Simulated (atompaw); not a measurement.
Mg: one change to a PAW (atompaw) potential, before and after

magnesium (Mg), PAW, made with atompaw 4.2.0.5 (LDA (PW92), scalar-relativistic). Core [Ne], reference 3s1.5 3p0.5. Waves: 3s (bound): rc 2.60 bohr; 3s channel at 3.65 Ry: rc 2.40 bohr; 3p (bound): rc 2.60 bohr; 3p channel at 0.3 Ry: rc 2.60 bohr; 3d channel at -0.05 Ry: rc 2.60 bohr. Local part: ultrasoft scheme with l = 3 at 1 Ry, radius 1.90 bohr. Core correction: smooth core density matched at 2.00 bohr. Augmentation charge: gaussian compensation charge, radius 2.20 bohr; PAW radius 2.60 bohr; waves and projectors: custom polynom vanderbiltortho.

All-electron outer shells of the reference configuration (LDA (PW92), scalar-relativistic, ld1.x):

```tsv
shell	level (eV)	outermost node (bohr)	outermost maximum (bohr)
2s	-80.37	0.18	0.55
2p	-47.79	–	0.48
3s	-5.31	0.90	2.47
3p	-1.79	0.95	3.41
```

Change: reference 3s1 3p1; added wave 3d channel at 2.5 Ry: rc 2.60 bohr.

Cutoffs: the cutoffs (Ry, on a coarse ladder) from which the occupation-weighted sum of valence levels, in a spherical-Bessel basis at the reference potential, stays within 10 and 1 mRy of its value at 400 Ry; they do not see the model core or the augmentation charge, which bear on the density cutoff.

Question: What does the change do?

Answer: Both files are very soft, the changed one slightly softer (loose and tight cutoff 6 and 8 Ry → 6 and 6 Ry on this coarse ladder); the range in which the d phases agree widens (upper end 0.8 → 4.7); neither file shows a bound ghost.

```csv
quantity,base,changed
"cutoff, loose",6 Ry,6 Ry
"cutoff, tight",8 Ry,6 Ry
bound ghosts,none,none
s: phases at 2.61 bohr within 0.05 rad from the reference energy up to (Ry; the scan ends near 5),to the end of the scan,to the end of the scan
p: phases at 2.61 bohr within 0.05 rad from the reference energy up to (Ry; the scan ends near 5),2.2,2.2
d: phases at 2.61 bohr within 0.05 rad from the reference energy up to (Ry; the scan ends near 5),0.8,4.7
lowest overlap eigenvalue by channel,"s 0.18, p 0.74, d 1.00","s 0.18, p 0.73, d 0.97"
```

 The cutoffs see the waves, projectors and local potential, not the compensation charge or the core.
